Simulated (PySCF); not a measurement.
# Computed properties of C2H9FSi3, SMILES F[Si@H]1C[SiH2]C[SiH2]1

C₂H₉FSi₃, SMILES [SiH2]1C[SiH2][Si@@H](F)C1. The structure is a stationary point at B3LYP-D3(BJ)/def2-SVP. The structure was generated by enumeration; whether it is a known compound was not checked. The values are those of a single conformer. All values are computed for the isolated molecule unless a solvent is named; none is compared with measurement here.

**Structure.** All 39 harmonic modes at B3LYP-D3(BJ)/def2-SVP (PySCF) are real, so it is a minimum. With heavy atoms numbered as in [F:1][Si@H:2]1[CH2:3][SiH2:4][CH2:5][SiH2:6]1, the shortest bond between them is F1–Si2 at 1.640 Å and the longest Si2–Si6 at 2.365 Å.

**Vibrations.** The strongest infrared lines (harmonic, unscaled, degenerate partners summed) lie at 872 cm⁻¹ (405 km/mol, H 73 %, Si 17 %, C 11 %), 2217 cm⁻¹ (257 km/mol, H 96 %), 2210 cm⁻¹ (217 km/mol, H 97 %). The softest mode is at 50 cm⁻¹ and the zero-point energy is 62.8 kcal/mol.

**Electronic structure.** PBE0/def2-TZVP (PySCF) places the frontier levels at -7.74 and -0.63 eV, a gap of 7.11 eV, and gives a dipole moment of 2.22 D and a mean polarisability of 99.8 bohr³. PBE/def2-TZVP (PySCF) at the same geometry gives -6.58 and -1.48 eV, so its gap is 2.01 eV narrower. An orbital gap is neither the optical nor the fundamental gap.

**Excitations.** TDA-PBE0/def2-SVPD (PySCF) has S1 at 5.91 eV (210 nm, f = 0.020, weak); the most intense of the 6 singlets computed lies at 6.59 eV (f = 0.03). T1 (TDA) is at 5.05 eV, 0.86 eV under S1. TDA-PBE/def2-SVPD (PySCF) puts S1 at 5.51 eV. No vertical singlet excitation falls in the visible range (under 3.1 eV).

**NMR.** GIAO shifts at KT2/pcSseg-1 (PySCF) (non-relativistic, atoms alike by connectivity averaged): ¹³C from -10.4 to 1.9 ppm against TMS; ¹H from 0.3 to 6.4 ppm against TMS; ²⁹Si from -69.8 to 42.4 ppm against TMS; ¹⁹F at -254.8 ppm against CFCl3.

**Solvation.** SMD-B3LYP/6-31G* (PySCF) gives 1.4 kcal/mol in water, -2.8 kcal/mol in chlorobenzene, -3.1 kcal/mol in diethylether (1 M in both phases, gas-phase geometry).
